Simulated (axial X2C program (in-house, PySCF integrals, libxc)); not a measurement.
# Potential curves of TaBr⁺, two-component

All values were computed with an in-house all-electron X2C program for linear molecules (integrals from PySCF). Two-component (2c) means X2C with spin–orbit coupling and atomic mean-field two-electron Coulomb and Gaunt terms. Basis: Ta dyall-cv3z [13s14p9d7f4g], Br dyall-cv3z [8s9p6d4f1g] (cores contracted in-house); Gaussian nuclei, density fitting, unrestricted open shells. Masses: Ta 180.948 u, Br 78.918 u.

State: Ω = 3/2 (⟨Sz⟩ = 1.48, ⟨Lz⟩ = 0.02 at PBE0). Energies in cm⁻¹ from the lowest point of each curve. Fits are polynomials in 1 − R0/R over 0.85 to 1.23 times the lowest point R0.

```csv
R (Å),PBE0,B97-3
2.0036,11327,12262
2.0957,4612,5249
2.1648,1784,2202
2.2339,359,564
2.3030,0,0
2.3836,576,349
2.4642,1920,1479
2.5678,4393,3697
2.6945,8068,7087
2.8788,13866,12518
```

Occupations by symmetry block were frozen at the best pattern of an incomplete PBE0 search. Density functionals use the spin component along the axis (collinear). Other states lie close and PBE0, whose exact exchange favours high spin, may order them wrongly; the determinant shown need not be the ground state. The nearest other 2c determinant of the search, Ω = 3/2, lies 0.09 eV up at the distance of the search. With several unpaired electrons one determinant need not be a pure state. This is the top spin component of a Σ state; components of lower Ω are not single determinants and can lie lower.

Task: Fit the PBE0 curve near its minimum: give the equilibrium distance and the harmonic wavenumber.

Result: At PBE0, 2c: Re = 2.296 Å, ωe ≈ 324 cm⁻¹; Be follows as 0.0582 cm⁻¹.

Task: Fit the B97-3 curve near its minimum: give the equilibrium distance and the harmonic wavenumber.

Result: At B97-3, 2c: Re = 2.314 Å, ωe ≈ 314 cm⁻¹; Be follows as 0.0573 cm⁻¹.
